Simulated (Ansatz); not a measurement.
Cost and result for the atomization energy of F3H4NSi2, SMILES `F[SiH2]N[SiH](F)F` (10 atoms, 9 bonds).

Z-matrix (Å, degrees):
```
Si
N 1 1.720
F 1 1.597 2 111.3
H 1 1.479 2 108.5 3 116.8
H 1 1.475 2 109.2 3 -118.5
Si 2 1.700 1 129.8 3 92.6
H 2 1.012 1 115.1 3 -85.6
F 6 1.585 2 111.8 1 103.7
F 6 1.583 2 107.3 1 -13.0
H 6 1.470 2 113.4 1 -135.4
```

Total charge 0; spin multiplicity 1. The structure was optimised at the PBE0-D4/def2-TZVP level. It is one conformer, not always the lowest. Program: Ansatz. All runs use 4 threads of a server CPU on a shared host. Times are those of one run each, without the atoms' runs, and a repeat can differ threefold. Electronic energies, without spin–orbit coupling; frozen cores. CCSD(T)/CBS adds CCSD(T) − MP2 in def2-TZVPP to the MP2 limit, and its time is that of the two runs behind it. T1 = 0.012. B3LYP takes the VWN-RPA correlation (the form of Gaussian; ORCA's B3LYP/G).

CCSD(T)/CBS is a level of theory with its own doubt, some kJ/mol a heavy atom from the limit and from the frozen cores, so smaller differences don't rank the functionals.

```
                             level  functions  wall time
   PBE-D4/def2-TZVPP (with forces)        264      2.5 s
                PBE0-D4/def2-TZVPP        264      3.3 s
r2SCAN-D4/def2-TZVPP (with forces)        264      5.5 s
 B3LYP-D4/def2-TZVPP (with forces)        264      5.5 s
                 B2PLYP/def2-TZVPP        264        6 s
                ωB97X-V/def2-TZVPP        264        8 s
  ωB97M-V/def2-TZVPP (with forces)        264       12 s
                    MP2/def2-QZVPP        488       31 s
                CCSD(T)/def2-TZVPP        264    4.7 min
                 CCSD(T)/CBS(def2)          –    5.2 min
```

(1) What atomization energy does each give, and how far from CCSD(T)/CBS? (Estimate.)

Answers

(1) The calculation gave: 
```csv
level,atomization (kcal/mol),difference from CCSD(T)/CBS,per bond
PBE-D4/def2-TZVPP (with forces),932.9,-3.6,-0.4
PBE0-D4/def2-TZVPP,915.1,-21.4,-2.4
r2SCAN-D4/def2-TZVPP (with forces),927.8,-8.7,-1.0
B3LYP-D4/def2-TZVPP (with forces),925.7,-10.8,-1.2
B2PLYP/def2-TZVPP,920.9,-15.6,-1.7
ωB97X-V/def2-TZVPP,934.9,-1.6,-0.2
ωB97M-V/def2-TZVPP (with forces),933.0,-3.5,-0.4
MP2/def2-QZVPP,951.2,14.7,1.6
CCSD(T)/def2-TZVPP,905.9,-30.6,-3.4
CCSD(T)/CBS(def2),936.5,0.0,0.0
```

From PBE to PBE0 (25 % exact exchange), in def2-TZVPP and without D4, the atomization energy moves by −17.0 kcal/mol: exact exchange takes away binding that semilocal exchange gives to molecules. In def2-TZVPP, CCSD(T) changes the Hartree–Fock value by +218.6 kcal/mol (the triples alone add +12.4 kcal/mol) and MP2 by +245.0 kcal/mol; breaking electron pairs costs correlation energy, which Hartree–Fock lacks. The D4 term adds +8.7 kcal/mol with B3LYP and +4.6 kcal/mol with PBE0; it sums over pairs of atoms, weighted by their polarisabilities, and B3LYP, whose exchange is more repulsive, gets the larger term.
